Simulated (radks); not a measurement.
Excited configurations of the rubidium ion Rb+: one electron is placed in a higher orbital outside [Ar] 3d10 4s2 4p5. The ground configuration is [Kr]. All-electron calculation, Dirac Kohn-Sham, LDA (Slater exchange, Perdew-Wang correlation), spin-unpolarised, spherical densities, finite nucleus; open shells fill j = l - 1/2 first; Fermi nuclear charge, rms radius 4.2036 fm. Program: a radial shooting solver on a logarithmic mesh with Libxc functionals. Excitation = E - E(ground); binding = E(ion) - E, where the ion is the core of charge +2; n* = 2/sqrt(2 binding) in atomic units, and the quantum defect is n - n*.

| outer orbital | excitation (eV) | binding (eV) | quantum defect | eigenvalue (eV) | <r> (bohr) |
|---|---|---|---|---|---|
| 4f5/2 | 23.921 | 3.508 | 0.061 | -2.489 | 8.610 |
| 5s1/2 | 16.649 | 10.780 | 2.753 | -8.286 | 3.985 |
| 5f5/2 | 25.061 | 2.369 | 0.207 | -1.800 | 14.70 |
| 6s1/2 | 22.178 | 5.252 | 2.781 | -4.156 | 8.078 |
| 6d3/2 | 24.588 | 2.842 | 1.624 | -2.225 | 13.51 |
| 6f5/2 | 25.740 | 1.690 | 0.325 | -1.327 | 22.20 |
| 7s1/2 | 24.296 | 3.134 | 2.833 | -2.521 | 13.55 |
| 7p1/2 | 24.754 | 2.676 | 2.490 | -2.143 | 15.47 |
| 7d3/2 | 25.494 | 1.936 | 1.697 | -1.549 | 20.67 |
| 7f5/2 | 26.168 | 1.261 | 0.431 | -1.011 | 31.13 |

The Delta-SCF ionisation energy is 27.430 eV (NIST Atomic Spectra Database: 27.290 eV, measured). Self-interaction in the functional shifts the binding energies and quantum defects, so they are the method's values and not measured ones. Spin polarisation and multiplet splitting are left out, so open shells lie too high by an amount that depends on their filling.

Beside tabulated values, note that spin-unpolarised runs miss the spin-polarisation part of the exchange energy of open shells.
